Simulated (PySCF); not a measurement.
A PySCF script (with the pyscf-properties extension) for the NMR shieldings of `C#CCNC(=O)C[SiH3]`, C5H9NOSi, on a GFN2-xTB geometry:

```python
import basis_set_exchange as bse
import numpy as np
from pyscf import gto, dft
from pyscf.prop import nmr

atoms = """
C     3.837710   -0.251638   -0.905223
C     2.929564   -0.241538   -0.125777
C     1.781147   -0.254597    0.760751
N     0.539750   -0.115311    0.026187
C    -0.320664    0.910677    0.248693
O    -0.139150    1.728517    1.127175
C    -1.538040    0.893284   -0.627233
Si   -2.887066   -0.178899    0.196287
H     4.655019   -0.245527   -1.562925
H     1.827222    0.593949    1.452116
H     1.778530   -1.189005    1.338267
H     0.376702   -0.753045   -0.735932
H    -1.297828    0.516685   -1.620660
H    -1.901139    1.914740   -0.725918
H    -2.389440   -1.557563    0.272383
H    -3.185099    0.325383    1.531225
H    -4.074216   -0.135698   -0.659327
"""
names = dict.fromkeys(["C", "N", "O", "Si", "H"], "pcSseg-1")
basis = {el: gto.basis.parse(bse.get_basis(n, elements=[el], fmt="nwchem")) for el, n in names.items()}
mol = gto.M(atom=atoms, basis=basis, charge=0, verbose=0)
mf = dft.RKS(mol, xc="PBE0")
mf.grids.level = 2
mf.grids.alignment = dft.numint.BLKSIZE   # the property module wants whole blocks of grid points
mf.conv_tol = 1e-9
mf.kernel()

calc = nmr.RKS(mf)   # GIAO
C = mf.mo_coeff
Co = C[:, mf.mo_occ > 0]
resp = mf.gen_response(singlet=True, hermi=2)
def vind(x):   # induced exchange potential for any number of trial vectors
    d = np.einsum("pi,xij,qj->xpq", C, 2 * x.reshape(-1, C.shape[1], Co.shape[1]), Co, optimize=True)
    return np.einsum("xpq,pi,qj->xij", resp(d - d.transpose(0, 2, 1)), C, Co, optimize=True).ravel()
mo1, _ = nmr.rhf.solve_mo1(calc, with_cphf=vind)
sigma = calc.kernel(mo1)
for i, s in enumerate(sigma):   # ppm
    w = np.linalg.eigvalsh((s + s.T) / 2)
    print("%2d %-2s iso %8.1f  s11 %8.1f  s22 %8.1f  s33 %8.1f" % (i, mol.atom_pure_symbol(i), w.mean(), *w))
```

Task: What does it print?

Result: 
```
 0 C  iso    109.0  s11     37.7  s22     41.1  s33    248.2
 1 C  iso    100.6  s11     -0.5  s22      5.1  s33    297.3
 2 C  iso    156.9  s11    131.1  s22    163.5  s33    176.2
 3 N  iso    135.5  s11     46.4  s22    141.2  s33    218.8
 4 C  iso     15.6  s11    -75.1  s22     25.3  s33     96.6
 5 O  iso    -72.5  s11   -379.1  s22   -186.5  s33    348.0
 6 C  iso    164.7  s11    139.9  s22    154.9  s33    199.2
 7 Si iso    414.5  s11    382.7  s22    401.3  s33    459.3
 8 H  iso     30.1  s11     25.0  s22     25.2  s33     40.1
 9 H  iso     26.4  s11     21.6  s22     27.3  s33     30.3
10 H  iso     28.3  s11     21.9  s22     27.9  s33     35.0
11 H  iso     27.2  s11     21.3  s22     28.8  s33     31.5
12 H  iso     30.1  s11     26.1  s22     30.1  s33     34.1
13 H  iso     29.7  s11     26.2  s22     27.8  s33     35.3
14 H  iso     27.7  s11     24.0  s22     27.3  s33     31.9
15 H  iso     27.6  s11     24.2  s22     26.2  s33     32.5
16 H  iso     27.6  s11     24.6  s22     25.0  s33     33.3
```

These numbers come from an equivalent density-fitted implementation of the same equations, which agrees with the script to about 0.01 ppm for H and up to a few tenths of a ppm for heavy atoms, so last digits may differ.

Task: Turn these shieldings into chemical shifts. Scale: ¹³C (186.93 ppm) and ²⁹Si (349.16 ppm) and ¹H (31.72 ppm) vs TMS; ¹⁵N (267.73 ppm) against NH3; H2O for ¹⁷O (336.08 ppm) (reference shieldings calculated alike).

Result: Averaging equivalent atoms: C 4: 171.3; C 1: 86.3; C 0: 77.9; C 2: 30.0; C 6: 22.3; N 3: 132.2; O 5: 408.6; Si 7: -65.3; H 11: 4.52; H 9/10: 4.37; H 14/15/16: 4.05; H 12/13: 1.81; H 8: 1.62 ppm. Unscaled 17O shifts of doubly bonded oxygen tend to come out too high, by tens of ppm or more. Experimental scales use liquid or dissolved standards, which lie at an offset from isolated NH3 (liquid NH3: subtract about 20 ppm) and H2O (liquid H2O: subtract about 36 ppm).

Size and cost of the density-fitted run: 188 basis functions, 62 s wall time on 1 thread of an AMD EPYC, shared host; peak memory 0.89 GiB.
